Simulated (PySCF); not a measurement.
Record of a relaxation.

Compound: Cd(vinyl)2, C4H6Cd (singlet state).
Bonds: Cd1–C2, Cd1–C7, C2–C3, C7–C8. Hydrogens: H4 on C2; H5, H6 on C3; H9 on C7; H10, H11 on C8.

Computed by this run: PBE0-D3(BJ)/def2-SVP geometry optimisation, gas phase, def2 core potentials past Kr (PySCF); density fitting, grid level 1; the optimiser is geomeTRIC in internal coordinates, started from a GFN2-xTB structure with every atom displaced at random (about 0.03 Å). The frame can shift and turn from step to step; on so coarse a grid that alone can change the energy by a few meV, and forces under 0.02 eV/Å are noise.

Step 0: E = -8798.2074 eV, largest atomic force 5.581 eV/Å
```
atom  x, y, z in Å  |  force x, y, z in eV/Å
Cd1    -1.399   -0.526    0.012    0.820   0.588  -0.388
C2     -0.678   -0.230    2.021   -3.095  -0.204  -1.810
C3      0.588   -0.416    2.059    5.524  -0.798  -0.053
H4     -1.058    0.047    2.953   -1.556   0.552   1.648
H5      1.231   -0.696    1.174   -0.534   0.138   0.636
H6      1.210   -0.305    2.998   -0.574  -0.009  -0.712
C7     -0.648   -0.193   -2.031    0.609   1.217   2.373
C8      0.356    0.712   -2.097   -2.587  -1.441   3.704
H9     -0.964   -0.643   -2.914   -0.702  -1.101  -1.896
H10     0.655    1.223   -1.168    0.324   0.084  -0.392
H11     0.805    0.942   -2.976    1.772   0.974  -3.110
```

Step 1: E = -8798.7340 eV, largest atomic force 1.627 eV/Å
```
atom  x, y, z in Å  |  force x, y, z in eV/Å
Cd1    -1.336   -0.496    0.008    0.778   0.522  -0.245
C2     -0.681   -0.256    2.035   -0.385  -0.315  -0.603
C3      0.629   -0.441    2.143    1.614  -0.186   0.087
H4     -1.156    0.007    2.967   -0.743   0.132   0.371
H5      1.312   -0.695    1.302   -0.406   0.036   0.226
H6      1.184   -0.344    3.105   -0.349   0.046  -0.313
C7     -0.659   -0.167   -2.031   -0.093   0.324   1.112
C8      0.338    0.728   -2.155   -0.862  -0.503   0.938
H9     -1.025   -0.641   -2.927   -0.217  -0.375  -0.546
H10     0.740    1.285   -1.298    0.100  -0.029  -0.121
H11     0.751    0.936   -3.119    0.564   0.347  -0.907
```

Step 2: E = -8798.9298 eV, largest atomic force 0.782 eV/Å
```
atom  x, y, z in Å  |  force x, y, z in eV/Å
Cd1    -1.210   -0.440    0.000    0.657   0.410  -0.107
C2     -0.648   -0.285    2.044    0.096  -0.237   0.107
C3      0.662   -0.469    2.274    0.188  -0.013  -0.157
H4     -1.231   -0.049    2.940   -0.349   0.004  -0.087
H5      1.384   -0.697    1.475   -0.056  -0.040   0.032
H6      1.121   -0.396    3.273   -0.141   0.055  -0.026
C7     -0.667   -0.130   -2.046   -0.405  -0.120   0.319
C8      0.320    0.747   -2.271   -0.222  -0.089   0.177
H9     -1.105   -0.626   -2.917   -0.044  -0.117  -0.062
H10     0.791    1.311   -1.457    0.137   0.041  -0.086
H11     0.681    0.949   -3.284    0.140   0.106  -0.110
```

Step 3: E = -8799.0883 eV, largest atomic force 0.582 eV/Å
```
atom  x, y, z in Å  |  force x, y, z in eV/Å
Cd1    -1.010   -0.358   -0.002    0.454   0.262   0.000
C2     -0.594   -0.324    2.063    0.292  -0.202   0.334
C3      0.684   -0.522    2.452   -0.541   0.115  -0.111
H4     -1.309   -0.124    2.881    0.037  -0.050  -0.269
H5      1.512   -0.723    1.765    0.000  -0.043  -0.150
H6      0.980   -0.485    3.505    0.013   0.026   0.163
C7     -0.665   -0.076   -2.064   -0.356  -0.167   0.011
C8      0.289    0.788   -2.438    0.036   0.059  -0.578
H9     -1.199   -0.603   -2.874    0.116   0.069   0.193
H10     0.886    1.396   -1.748   -0.017  -0.059   0.089
H11     0.525    0.947   -3.510   -0.032  -0.009   0.318
```

Step 4: E = -8799.2025 eV, largest atomic force 1.022 eV/Å
```
atom  x, y, z in Å  |  force x, y, z in eV/Å
Cd1    -0.669   -0.224    0.002    0.120   0.033   0.076
C2     -0.487   -0.356    2.078    0.237  -0.107   0.706
C3      0.690   -0.602    2.702   -0.823   0.183  -0.577
H4     -1.366   -0.191    2.736    0.291  -0.046  -0.205
H5      1.603   -0.778    2.129    0.199  -0.034   0.068
H6      0.783   -0.633    3.793    0.026  -0.027   0.090
C7     -0.618    0.004   -2.069   -0.363  -0.285  -0.555
C8      0.228    0.842   -2.680    0.180   0.219  -0.609
H9     -1.275   -0.582   -2.746    0.176   0.140   0.316
H10     0.923    1.478   -2.120    0.057   0.042  -0.036
H11     0.287    0.957   -3.794   -0.100  -0.117   0.726
```

Step 5: E = -8799.2298 eV, largest atomic force 0.586 eV/Å
```
atom  x, y, z in Å  |  force x, y, z in eV/Å
Cd1    -0.539   -0.175   -0.001    0.030  -0.037   0.044
C2     -0.437   -0.366    2.078    0.152  -0.026   0.324
C3      0.681   -0.638    2.780   -0.503   0.104  -0.222
H4     -1.359   -0.209    2.669    0.208  -0.035  -0.082
H5      1.655   -0.816    2.317    0.073   0.003  -0.069
H6      0.664   -0.698    3.874    0.042  -0.030   0.118
C7     -0.592    0.036   -2.076   -0.128  -0.119  -0.252
C8      0.202    0.871   -2.759    0.051   0.100  -0.575
H9     -1.286   -0.572   -2.687    0.124   0.123   0.183
H10     0.946    1.530   -2.295   -0.028  -0.021   0.096
H11     0.163    0.952   -3.868   -0.021  -0.063   0.436
```

Step 6: E = -8799.2394 eV, largest atomic force 0.178 eV/Å
```
atom  x, y, z in Å  |  force x, y, z in eV/Å
Cd1    -0.521   -0.167    0.004    0.004  -0.017   0.007
C2     -0.437   -0.362    2.089   -0.012   0.027   0.027
C3      0.674   -0.639    2.787   -0.104   0.005  -0.048
H4     -1.360   -0.213    2.672    0.068  -0.016  -0.003
H5      1.648   -0.806    2.313    0.023   0.004   0.001
H6      0.667   -0.719    3.882    0.019  -0.006   0.027
C7     -0.581    0.037   -2.080   -0.006  -0.012  -0.035
C8      0.200    0.874   -2.777    0.011   0.016  -0.177
H9     -1.281   -0.576   -2.669    0.030   0.033   0.044
H10     0.943    1.537   -2.315   -0.024  -0.017   0.046
H11     0.146    0.947   -3.875   -0.010  -0.016   0.111
```

Step 7: E = -8799.2402 eV, largest atomic force 0.060 eV/Å
```
atom  x, y, z in Å  |  force x, y, z in eV/Å
Cd1    -0.521   -0.166    0.003    0.009  -0.002   0.005
C2     -0.436   -0.355    2.089   -0.006   0.010  -0.056
C3      0.675   -0.639    2.782    0.008  -0.012   0.058
H4     -1.354   -0.208    2.676    0.006  -0.001   0.016
H5      1.652   -0.807    2.313   -0.015   0.007  -0.027
H6      0.670   -0.722    3.878    0.005  -0.001   0.005
C7     -0.578    0.035   -2.082   -0.016  -0.011  -0.013
C8      0.197    0.873   -2.783    0.015   0.014   0.056
H9     -1.279   -0.581   -2.663   -0.010  -0.014  -0.007
H10     0.931    1.535   -2.307    0.010   0.011  -0.029
H11     0.142    0.949   -3.877   -0.004  -0.003  -0.009
```

Step 8: E = -8799.2405 eV, largest atomic force 0.039 eV/Å
```
atom  x, y, z in Å  |  force x, y, z in eV/Å
Cd1    -0.520   -0.165    0.005    0.005   0.002   0.002
C2     -0.436   -0.352    2.091   -0.025   0.005  -0.014
C3      0.675   -0.639    2.783    0.038  -0.008   0.002
H4     -1.352   -0.205    2.681   -0.014   0.004   0.011
H5      1.647   -0.807    2.303    0.005  -0.002   0.012
H6      0.677   -0.725    3.879   -0.004   0.002  -0.012
C7     -0.577    0.033   -2.080    0.009   0.009   0.016
C8      0.195    0.874   -2.781   -0.009  -0.003   0.023
H9     -1.275   -0.586   -2.661   -0.006  -0.009  -0.011
H10     0.928    1.543   -2.313    0.000  -0.004   0.003
H11     0.136    0.945   -3.875    0.000   0.004  -0.032
```

Step 9: E = -8799.2406 eV, largest atomic force under 0.02 eV/Å
```
atom  x, y, z in Å  |  force x, y, z in eV/Å
Cd1    -0.519   -0.165    0.006   -0.001   0.002  -0.003
C2     -0.434   -0.351    2.092   -0.004   0.002  -0.004
C3      0.677   -0.640    2.782    0.001  -0.002  -0.001
H4     -1.350   -0.201    2.682    0.004   0.001   0.003
H5      1.649   -0.811    2.304    0.002   0.000   0.002
H6      0.679   -0.725    3.878    0.001   0.001   0.000
C7     -0.578    0.032   -2.080    0.002   0.000   0.002
C8      0.192    0.875   -2.782   -0.003  -0.001  -0.001
H9     -1.274   -0.590   -2.661    0.001  -0.001   0.001
H10     0.924    1.545   -2.314   -0.001  -0.001   0.002
H11     0.133    0.945   -3.877   -0.001   0.000  -0.001
```

Q: Summarise the path.

A: The energy falls by 1.0332 eV from step 0 to step 9; nine tenths of that is first reached at step 4. It falls at every step. The largest force goes from 5.581 to under 0.02 eV/Å. Among the bonds Cd1–C7 changes most, from 2.202 to 2.096 Å; the atoms move by 0.852 Å rms after alignment.

Q: Follow the three bonds and two angles with the largest change from start to end.

A: 
```csv
step,E above end (eV),largest force (eV/Å),Cd1–C7 (Å),C8–H11 (Å),C2–C3 (Å),C2–Cd1–C7 (°),Cd1–C2–H4 (°)
0,1.0332,5.581,2.202,1.013,1.280,136.9,138.3
1,0.5066,1.627,2.174,1.069,1.328,140.8,135.3
2,0.3107,0.782,2.140,1.094,1.343,147.3,131.5
3,0.1523,0.582,2.110,1.109,1.351,157.5,126.9
4,0.0381,1.022,2.083,1.122,1.354,173.1,120.7
5,0.0108,0.586,2.087,1.113,1.347,178.5,118.5
6,0.0011,0.178,2.095,1.102,1.341,179.3,118.7
7,0.0004,0.060,2.096,1.098,1.340,179.2,119.0
8,0.0001,0.039,2.096,1.098,1.340,179.2,119.2
9,0.0000,under 0.02,2.096,1.099,1.340,179.3,119.3
```

The cost below is that of the whole optimisation. On an Intel Xeon Platinum 8375C at 2.90 GHz with one thread, shared host with 64 logical CPUs at a one-minute load of 8.4, this took 53 s wall and 0.48 GiB of memory at its peak.
